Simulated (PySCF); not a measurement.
**One molecule, a ladder of functionals, a line**

Molecule: `[SiH](C#C)(N)N`, C2H6N2Si.

Atom-mapped SMILES (the numbers label the heavy atoms): `[CH:1]#[C:2][SiH:3]([NH2:4])[NH2:5]`; H(Xn) means a hydrogen on atom n.

GIAO shieldings (ppm, equivalent atoms averaged) in PySCF on the PBE0-D3(BJ)/def2-SVP geometry, basis pcSseg-2, gas phase, non-relativistic:

```tsv
functional	exact exchange (%)	σ(C2)	σ(Si3)	σ(N4/N5)
BLYP	0	82.0	371.8	224.9
BP86	0	85.7	378.7	228.4
PBE	0	85.0	379.0	228.6
B3LYP	20	84.7	382.9	229.8
PBE0	25	88.6	393.2	234.4
mPW1PW91	25	88.3	392.5	234.0
HF	100	98.3	434.3	243.5
```

Problem. Fit each shielding as a line in the percentage of exact exchange.

Solution. σ(C2) = 84.1 + 0.14 x (rms 1.4 ppm); σ(Si3) = 376.2 + 0.58 x (rms 3.1 ppm); σ(N4/N5) = 228.0 + 0.16 x (rms 1.8 ppm). The functionals also differ in their semilocal parts, which the line can't hold; Hartree–Fock has no correlation at all.

Problem. What does the line predict for BHandHLYP (50 %), and what does the run give?

Solution. σ(C2): 91.1 predicted, 89.1 computed; σ(Si3): 405.2 predicted, 400.6 computed; σ(N4/N5): 236.0 predicted, 235.6 computed ppm.
